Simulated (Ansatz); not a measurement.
`BSC(=N)[SiH3]` + `OC[SiH](F)F` → `BOC[SiH](F)F` + `N=C([SiH3])S`  (ligand exchange at a B–S bond)

Calculated with Ansatz (gas phase, PBE0-D4/def2-TZVP geometries, no zero-point term in ΔE). CCSD(T)/CBS adds triple-zeta CCSD(T) − MP2 to the extrapolated MP2 energy (def2 sets, frozen cores). Each species was taken in one conformer, which may not be the lowest.

```json
{"species": "`BSC(=N)[SiH3]`", "CCSD(T)/def2-TZVPP energy (Eh)": "-807.86698"}
{"species": "`OC[SiH](F)F`", "CCSD(T)/def2-TZVPP energy (Eh)": "-604.23909"}
{"species": "`BOC[SiH](F)F`", "CCSD(T)/def2-TZVPP energy (Eh)": "-629.65730"}
{"species": "`N=C([SiH3])S`", "CCSD(T)/def2-TZVPP energy (Eh)": "-782.46913"}
```

(1) Work out ΔE.

Largest T1 diagnostic among the species: 0.015.

Results:

(1) ΔE = (-629.65730) + (-782.46913) − (-807.86698) − (-604.23909) = -0.02036 Eh = -53.5 kJ/mol. CCSD(T)/CBS gives -51.5 kJ/mol.

In def2-TZVPP, CCSD(T) changes the Hartree–Fock value by +15.7 kJ/mol (the triples alone add +3.0 kJ/mol) and MP2 by +17.3 kJ/mol. The D4 term adds +3.5 kJ/mol with B3LYP and +1.7 kJ/mol with PBE0; it sums over pairs of atoms, weighted by their polarisabilities, and B3LYP, whose exchange is more repulsive, gets the larger term.

B3LYP here is the variant with VWN-RPA as its local correlation; programs differ in this.
